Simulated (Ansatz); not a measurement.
`C[CH2][AlH][SeH]` + `Cl[SiH2][NH][GeH3]` → `CC[N]([GeH3])[SiH2]Cl` + `[AlH2][SeH]`  (substitution at a C–Al bond)

Program: Ansatz. Geometries: PBE0-D4/def2-TZVP. ΔE: electronic, gas phase. CBS: MP2 limit from def2 TZ/QZ plus the TZ coupled-cluster correction, frozen cores. Functionals use def2-TZVPP. For Ge, Se outer-core shells are correlated without core-valence functions, which leaves a few kJ/mol of doubt a bond. Scalar relativity is left out up to krypton. Each species was taken in one conformer, which may not be the lowest.

```json
{"species": "`C[CH2][AlH][SeH]`", "r2SCANh-D4 energy (Eh)": "-2724.39071"}
{"species": "`Cl[SiH2][NH][GeH3]`", "r2SCANh-D4 energy (Eh)": "-2885.07864"}
{"species": "`CC[N]([GeH3])[SiH2]Cl`", "r2SCANh-D4 energy (Eh)": "-2963.67121"}
{"species": "`[AlH2][SeH]`", "r2SCANh-D4 energy (Eh)": "-2645.77348"}
```

**Question.** Work out ΔE.

**Answer.** ΔE = (-2963.67121) + (-2645.77348) − (-2724.39071) − (-2885.07864) = 0.02466 Eh = +64.7 kJ/mol. CCSD(T)/CBS gives +60.0 kJ/mol.

Largest T1 diagnostic among the species: 0.011.

The D4 term adds −10.0 kJ/mol with B3LYP and −5.7 kJ/mol with PBE0; it sums over pairs of atoms, weighted by their polarisabilities, and B3LYP, whose exchange is more repulsive, gets the larger term. At CCSD(T), def2-SVP lies −20.3 kJ/mol from the extrapolated value and def2-TZVPP −2.6 kJ/mol.

B3LYP here is the variant with VWN-RPA as its local correlation; programs differ in this.
